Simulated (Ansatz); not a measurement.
A basis-limit estimate, worked out

An elementary step of BSiH7O3, closed shell (BH₃O₂ ([OH][BH][OH]) + SiH₄O ([OH][SiH3]) → BSiH₅O₃ ([OH][B]([OH])[O][SiH3]) + H₂; B–H, H–O broken or loosened, B–O, H–H formed or tightened). “Start” and “end” are the PBE0-D4/def2-TZVP structures reached by relaxing down either side of its saddle point, with the molecules still in contact.

Ansatz 0.2.0; basis: def2-TZVPP and def2-QZVPP; cores frozen in the correlated methods.

Energies in eV:

| quantity | end | start |
| --- | --- | --- |
| Hartree–Fock, triple zeta (X = 3) | -14764.76861 | -14763.69414 |
| Hartree–Fock, quadruple zeta (X = 4) | -14765.37370 | -14764.28701 |
| MP2 correlation, X = 3 | -26.18253 | -26.21264 |
| MP2 correlation, X = 4 | -28.25354 | -28.28522 |
| CCSD(T) correlation, X = 3 | -28.06924 | -28.12402 |

Question: Work out the step energy at the basis limit: extrapolate Hartree–Fock as E(X) = E∞ + A exp(−7.88 √X) and the MP2 correlation as E(X) = E∞ + B X^−2.97 (the exponents that Neese and Valeev fitted for def2-TZVPP and QZVPP), then add CCSD(T) − MP2 in triple zeta.

Answer: Each step is linear, so take the differences first (end − start): Hartree–Fock -1.07447 (X = 3) and -1.08669 (X = 4); MP2 correlation 0.03011 and 0.03168; CCSD(T) correlation 0.05478.
Two points give E∞ = E(4) + w [E(4) − E(3)], with w = 1/(exp(7.88 (2 − √3)) − 1) = 0.1377 for Hartree–Fock and w = 1/((4/3)^2.97 − 1) = 0.7407 for the correlation.
Hartree–Fock: -1.08669 + 0.1377 × (-0.01222) = -1.0884 eV.
MP2 correlation: 0.03168 + 0.7407 × 0.00157 = 0.0328 eV.
CCSD(T) − MP2: 0.05478 − 0.03011 = 0.0247 eV.
Sum: -1.0884 + 0.0328 + 0.0247 = -1.0309 eV, or -23.77 kcal/mol. Plain CCSD(T) in triple zeta gives -1.0197 eV, so the larger basis shifts the result by -0.0112 eV.

The T1 diagnostic stays at or below 0.013.

The step is the kind of ligand exchange by which a precursor binds to a hydroxyl group, or is hydrolysed, in atomic layer deposition of oxides.

Labels in which every atom is bracketed show which atoms are joined, not bond orders.

For scale, one of the runs: CCSD(T)/def2-TZVPP, 264 basis functions, launched by `ansatz run in.yaml --threads 8 --pin off --events-out ev --progress --plain --max-ram 19148MiB`. Time: 29 s of wall clock on 8 CPU threads of an Intel Xeon 6975P-C; the host was shared. Peak host memory: 7.3 GiB.
